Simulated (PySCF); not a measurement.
A side-by-side comparison of computed properties.

First species: C8H14O.
SMILES with atom numbers: `[CH3:1][C:2]([CH3:3])([CH3:4])[C:5]1=[CH:6][CH2:7][O:8][CH2:9]1` (hydrogens: H10, H11, H12 on C1; H13, H14, H15 on C3; H16, H17, H18 on C4; H19 on C6; H20, H21 on C7; H22, H23 on C9)

Second species: C8H14O.
Geometry (GFN2-xTB, Å), atoms numbered from 1 in this order:
```
atom  x, y, z in Å
C1    -3.2795   -0.3640   -0.1938
O2    -3.1820    1.0109    0.0711
C3    -1.9164    1.3945    0.5775
C4    -0.8175    1.2734   -0.4404
C5     0.2063    0.4468   -0.3321
C6     1.3902    0.1508   -1.2118
C7     1.8349   -0.9271   -0.1996
C8     3.2085   -0.7216    0.4113
C9     0.6414   -0.5530    0.7064
H10   -3.1332   -0.9534    0.7212
H11   -4.2833   -0.5359   -0.5771
H12   -2.5433   -0.6848   -0.9399
H13   -2.0410    2.4415    0.8702
H14   -1.6716    0.7980    1.4690
H15   -0.9286    1.8944   -1.3193
H16    2.0872    0.9831   -1.3089
H17    1.1442   -0.2119   -2.2092
H18    1.7579   -1.9391   -0.6014
H19    3.2937    0.2817    0.8246
H20    3.9820   -0.8515   -0.3433
H21    3.3823   -1.4408    1.2096
H22   -0.0689   -1.3565    0.8996
H23    0.9318   -0.1084    1.6582
```

Levels: PBE0/pcSseg-1 for dipole moment, HOMO energy, LUMO energy and HOMO–LUMO gap; GFN2-xTB for rotational constant A and rotational constant C. Geometries: GFN2-xTB. Each structure is a single optimised conformer of the isolated species, non-relativistic unless stated. Electronic properties by PySCF.

Dipoles, sizes and rotational constants follow the conformer. The torsions of the flexible species, by atom-mapped SMILES:
- `[CH3:1][C:2]([CH3:3])([CH3:4])[C:5]1=[CH:6][CH2:7][O:8][CH2:9]1`: C1–C2–C5–C6 117°
- `[CH3:1][O:2][CH2:3][CH:4]=[C:5]1[CH2:6][CH:7]([CH3:8])[CH2:9]1`: C1–O2–C3–C4 69°, O2–C3–C4–C5 -116°

```csv
property,column X,column Y
dipole moment,2.03 D,2.05 D
HOMO energy,-6.54 eV,-7.00 eV
LUMO energy,0.58 eV,0.13 eV
HOMO–LUMO gap,7.12 eV,7.13 eV
rotational constant A,2.942 GHz,4.169 GHz
rotational constant C,1.008 GHz,0.700 GHz
```

Which column belongs to which species?

Column X is the first species and column Y the second. The first has 23 atoms and 70 electrons, the second 23 and 70.

How does each property change from the first species to the second?

dipole moment +0.02 D; HOMO energy -0.46 eV; LUMO energy -0.45 eV; HOMO–LUMO gap +0.01 eV; rotational constant A +1.227 GHz; rotational constant C -0.308 GHz.

On the first: In atomic units the dipole is 0.80 e·bohr (1 au = 2.5417 D).

On the second: The dipole equals about 6.8 × 10⁻³⁰ C·m (1 D = 3.33564 × 10⁻³⁰ C·m).
